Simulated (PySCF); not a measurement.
**KCa: frontier orbitals**

PBE0 at R = 4.267 Å; basis K x2c-TZVPall, Ca x2c-TZVPall; spin-free X2C with a Gaussian nucleus; PySCF 2.14. State: ²Σ⁺ (doublet), unpaired electrons σ ↑. Only the outer orbitals are listed, counted within each symmetry.

| spin | orbital | occ. | ε (eV) | on K (%) | main shells (%) |
| --- | --- | --- | --- | --- | --- |
| α | 3π | 1 | -30.17 | 0 | 100 Ca p |
| α | 3π | 1 | -30.17 | 0 | 100 Ca p |
| α | 9σ | 1 | -30.13 | 0 | 100 Ca p |
| α | 4π | 1 | -20.81 | 100 | 100 K p |
| α | 4π | 1 | -20.81 | 100 | 100 K p |
| α | 10σ | 1 | -20.77 | 100 | 100 K p |
| α | 11σ | 1 | -4.49 | 19 | 81 Ca s, 14 K s |
| α | 12σ | 1 | -2.91 | 67 | 67 K s, 22 Ca p, 10 Ca s |
| α | 5π | 0 | -1.07 | 21 | 78 Ca p, 18 K p |
| α | 5π | 0 | -1.07 | 21 | 78 Ca p, 18 K p |
| α | 13σ | 0 | -1.04 | 50 | 50 Ca p, 26 K p, 25 K s |
| β | 3π | 1 | -30.16 | 0 | 100 Ca p |
| β | 3π | 1 | -30.16 | 0 | 100 Ca p |
| β | 9σ | 1 | -30.08 | 0 | 100 Ca p |
| β | 4π | 1 | -20.75 | 100 | 100 K p |
| β | 4π | 1 | -20.75 | 100 | 100 K p |
| β | 10σ | 1 | -20.72 | 100 | 100 K p |
| β | 11σ | 1 | -4.24 | 11 | 88 Ca s |
| β | 12σ | 0 | -1.48 | 59 | 59 K s, 29 Ca p, 9 Ca s |
| β | 5π | 0 | -0.96 | 13 | 81 Ca p, 10 K p |
| β | 5π | 0 | -0.96 | 13 | 81 Ca p, 10 K p |

**Question.** Which are the highest filled and the lowest empty level, where do they sit, and how wide is the gap?

**Answer.** Highest filled α 12σ at -2.91 eV (in %: 67 K s, 22 Ca p, 10 Ca s); lowest empty β 12σ at -1.48 eV (in %: 59 K s, 29 Ca p, 9 Ca s); the gap at PBE0 is 1.43 eV.

* bond order (Mayer): 0.55
* ⟨S²⟩: 0.767
* charge on K (Mulliken, basis-dependent): 0.03
* charge on K (Löwdin, basis-dependent): 0.00
* dipole moment (positive dipole means K(−)Ca(+)): -2.36 D
* polarisability along the bond: 825.8 bohr³
* polarisability across the bond: 313.3 bohr³

The state is the lowest determinant that a PBE0 search found; another state may lie lower at other levels.
